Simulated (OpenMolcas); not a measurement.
# Fe4+: effect of the active space

| Property | Result |
| --- | --- |
| Program | OpenMolcas |
| Method | CASSCF or its RAS form |
| Basis | ANO-RCC-VQZP |
| Scalar Hamiltonian | DKH2, point nucleus |
| Spin-orbit coupling | state interaction with AMFI integrals over the reference wave functions, term energies averaged over their components |

A. 4 electrons in 5 orbitals (3d); 2S+1 = 5 even, 5 roots; 2S+1 = 3 even, 45 roots; 2S+1 = 1 even, 50 roots; cost of the order of 24 core-seconds
B. 10 electrons in 8 orbitals (RAS1 3p, at most 2 holes; RAS2 3d); 2S+1 = 5 even, 5 roots; 2S+1 = 3 even, 45 roots; 2S+1 = 1 even, 44 roots; cost of the order of 40 core-seconds
C. 4 electrons in 10 orbitals (3d 4d); 2S+1 = 5 even, 5 roots; 2S+1 = 3 even, 45 roots; 2S+1 = 1 even, 44 roots; cost roughly 50 core-seconds

Energies in cm-1 above 3d4 5D0, the measured ground level; measured values from Corliss and Sugar, J. Phys. Chem. Ref. Data 11, 135 (1982).

| Level | A | B | C | Measured |
| --- | --- | --- | --- | --- |
| 3d4 5D0 | 0.0 | 0.0 | 0.0 | 0.0 |
| 3d4 5D1 | 144 | 151 | 147 | 142 |
| 3d4 5D2 | 425 | 443 | 432 | 417 |
| 3d4 5D3 | 831 | 860 | 843 | 803 |
| 3d4 5D4 | 1345 | 1386 | 1366 | 1283 |
| 3d4 3H4 | 27336 | 29247 | 26590 | 24932 |
| 3d4 3H5 | 27639 | 29589 | 26913 | 25226 |
| 3d4 3H6 | 27975 | 29949 | 27270 | 25528 |
| 3d4 3P0(1) | 29277 | 25344 | 28378 | 24055 |
| 3d4 3P1(1) | 30130 | 26238 | 29241 | 24973 |
| 3d4 3F2(1) | 31485 | 29808 | 30630 | 26761 |
| 3d4 3F3(1) | 31563 | 29964 | 30718 | 26842 |
| 3d4 3P2(1) | 31635 | 27787 | 30759 | 26468 |
| 3d4 3F4(1) | 31716 | 30173 | 30887 | 26974 |
| 3d4 3G3 | 34456 | 34832 | 33552 | 29817 |
| 3d4 3G4 | 34817 | 35209 | 33932 | 30147 |
| 3d4 3G5 | 35100 | 35564 | 34236 | 30430 |
| 3d4 1I6 | 41163 | 44106 | 40170 | 37512 |
| 3d4 1G4(1) | 43472 | 41825 | 42322 | 36586 |
| 3d4 3D3 | 44410 | 42754 | 43421 | 36630 |
| 3d4 3D2 | 44525 | 42850 | 43528 | 36758 |
| 3d4 3D1 | 44661 | 43002 | 43654 | 36925 |
| 3d4 1F3 | 61959 | 60252 | 60604 | 52733 |
| 3d4 3F4(2) | 73053 | 69551 | 70954 | 62238 |

Deviations, from unrounded energies. A percentage is the sum of absolute deviations over the sum of measured energies, with the sign that they share, or ± where signs differ.

| Against measurement | Levels | A | B | C |
| --- | --- | --- | --- | --- |
| mean absolute deviation (cm-1) | 23 | 4600 | 3800 | 3800 |
| fine structure of the ground term (%) | 4 | +3.8 | +7.4 | +5.4 |
| other terms of the ground configuration (%) | 19 | +16.9 | +13.9 | +13.9 |

B, C lie about equally close to measurement and A furthest from it. The largest miss of C in the table is 3d4 3F4(2), by +8700 cm-1. The ranking rests on the paired levels alone, and a cruder setting can come out closer through cancelling errors.

The spin-orbit steps hold different terms of 3d4 (B lacks a 1D, a 1S; C lacks a 1D, a 1S), which shifts levels as well.

Among A to C the level of the table that moves most is 3d4 1I6, by 3900 cm-1 (lowest in C, highest in B).

Without dynamic correlation excited terms often stand tens of per cent too high (terms of higher spin than the ground term too low), and those without a measured partner can miss by more than the paired ones. Active for correlation alone: 3p; no level in the range computed is led by a configuration that opens it, so any true level of that kind is missing (holds for B). Active for correlation alone: 4d; no level in the range computed is led by a configuration that fills it, so any true level of that kind is missing (holds for C). Measured partners are found by configuration, term and J. A level has none where our copy of the source lacks it or the pairing is in doubt (some pairs that miss far off the trend of their configuration count as doubtful), and it then counts in no deviation. Levels of configurations outside the active space are missing. The table leaves out levels that lie high or whose names do not pair safely across all columns.

A number in round brackets counts repeated terms of one configuration in the order of the reference energies.
